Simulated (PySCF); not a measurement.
Molecule: Pb(OMe)(SH), SMILES C[O][Pb][SH]. Atoms near the plane z = 1.0 Å, at the PBE0/def2-SVP optimised geometry (x, y, z in Å): Pb1 (-1.2, -1.2, 0.0), O2 (-1.4, 0.9, 0.0), C3 (-0.4, 1.9, 0.0), H4 (-0.5, 2.5, 0.9), H5 (0.6, 1.5, 0.0), S7 (1.4, -1.2, 0.0), H8 (1.4, -2.5, 0.0).

Method: PBE0/def2-TZVP, def2 effective core potentials past Kr in PySCF 2.14.0. The core electrons that the potentials of Pb replace are not part of the density. The values are rescaled to run from 0 to 1.

```
|111111111111111111111111111|
|111111111111111111111111111|
|111111111111111111111111111|
|111111111111111111111111111|
|111111111110001111111111111|
|111111111100000111111111111|
|111111111002510011111111111|
|111111111005920011111111111|
|111111111002310011111111111|
|111111111000000001111111111|
|111111111110000011111111111|
|111111112221000011111111111|
|111111111221000111111111111|
|111111111111001111111111111|
|111111100000011111111111111|
|111111111000012222211111111|
|111111111100012333211111111|
|111111111110012222111111111|
|111111111111111111111111111|
|111111111111111111111111111|
|111111111111111111111111111|
|111111111111111111111111111|
|111111111111111111111111111|
|111111111111111111111111111|
|111111111111111111111111111|
|111111111111111111111111111|
|111111111111111111111111111|
```
Scale: ten equal steps from 0.000 (start of '0') to 1.00 (end of '9'), in the order '0123456789'; x runs from -5.00 to 5.00, y from -5.00 (bottom) to 5.00 (top).

Which quantity is mapped?
A. electron localisation function
B. deformation density (molecule minus spherical neutral atoms)
C. Laplacian of the electron density
D. an orbital amplitude

B, deformation density (molecule minus spherical neutral atoms). In full: deformation density (molecule minus spherical neutral atoms) (e/bohr³).
